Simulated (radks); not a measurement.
Question: Species: the rubidium ion Rb4+. Configuration: [Ar] 3d10 4s2 4p3. Method: scalar-relativistic Kohn-Sham, PBE, spin-polarised, spherical densities, point nucleus; open shells are filled with parallel spins first (spin-orbit coupling, left out, can overturn this in heavy ions); computed with a radial shooting solver on a logarithmic mesh with Libxc functionals. Some entries of the table are withheld. Estimate them.

| orbital | occ. | eigenvalue (eV) | <r^2> (bohr^2) | r(max) (bohr) |
|---|---|---|---|---|
| 1s up | 1 | -15087.79 | 0.002187 | 0.02629 |
| 1s down | 1 | -15087.45 | 0.002187 | 0.02629 |
| 2s up | 1 | -2061.281 | 0.03728 | 0.1495 |
| 2s down | 1 | -2061.091 | 0.03728 | 0.1495 |
| 2p up | 3 | -1833.463 | 0.02942 | 0.1196 |
| 2p down | 3 | -1833.139 | 0.02942 | 0.1196 |
| 3s up | 1 | -350.4121 | 0.2989 | 0.4507 |
| 3s down | 1 | -349.9732 | 0.2985 | 0.4508 |
| 3p up | 3 | -277.2906 | (1) | 0.4461 |
| 3p down | 3 | -276.7929 | (2) | 0.4463 |
| 3d up | 5 | -156.3353 | 0.3354 | 0.3927 |
| 3d down | 5 | -155.7456 | 0.3318 | 0.3927 |
| 4s up | 1 | -80.0815 | 2.085 | 1.226 |
| 4s down | 1 | -76.0796 | 2.089 | 1.215 |
| 4p up | 3 | -62.0997 | 2.586 | (3) |
| 4p down | 0 | -58.0909 | 2.638 | (4) |

Answer: 
(1) 3p up <r^2> (bohr^2): 0.3137
(2) 3p down <r^2> (bohr^2): 0.3129
(3) 4p up r(max) (bohr): 1.345
(4) 4p down r(max) (bohr): 1.338
